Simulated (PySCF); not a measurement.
(HAlNH)3 ring, Al3H6N3.
Geometry (PBE0-D3(BJ)/def2-SVP, Å), atoms numbered from 1 in this order:
```xyz
12
Al3H6N3 angstrom
Al    -0.333   -1.627   -0.793
H     -0.631   -3.024   -1.482
N      1.332   -1.037   -0.484
Al     1.745    0.527    0.291
H      3.241    0.986    0.544
N      0.336    1.533    0.760
Al    -1.382    1.080    0.515
H     -2.583    2.018    0.954
N     -1.638   -0.516   -0.264
H      2.102   -1.640   -0.767
H      0.526    2.430    1.200
H     -2.599   -0.811   -0.422
```

The closed-shell ground state was solved at several levels (PySCF, density fitting, gas phase, non-relativistic). The dipole stays under 0.02 D at every level.

```
                         level  basis functions  HOMO (eV)  LUMO (eV)  gap (eV)
           CAM-B3LYP/def2-SVPD              180      -8.76       0.24      9.00
 PBE/pcSseg-1 (pcSseg-2 on Al)              210      -6.03      -0.86      5.17
PBE0/pcSseg-1 (pcSseg-2 on Al)              210      -7.29      -0.10      7.19
```

What might B3LYP/pcSseg-1 (pcSseg-2 on Al) (210 basis functions) give for the same quantities?

HOMO -7.02 eV, LUMO -0.30 eV, gap 6.72 eV.

Over all these levels, which gives the widest orbital gap and which the narrowest?

CAM-B3LYP/def2-SVPD (range-separated hybrid) has the widest, 9.00 eV, and PBE/pcSseg-1 (pcSseg-2 on Al) (GGA) the narrowest, 5.17 eV. Functional and basis both differ between the two, so the spread mixes both effects.

In the pcSseg-1 (pcSseg-2 on Al) basis, how does the gap go with the fixed share of exact exchange?

PBE (0 %) 5.17 eV; B3LYP (20 %) 6.72 eV; PBE0 (25 %) 7.19 eV. Each rise in the share widens the gap here.

One conformer stands for the species.
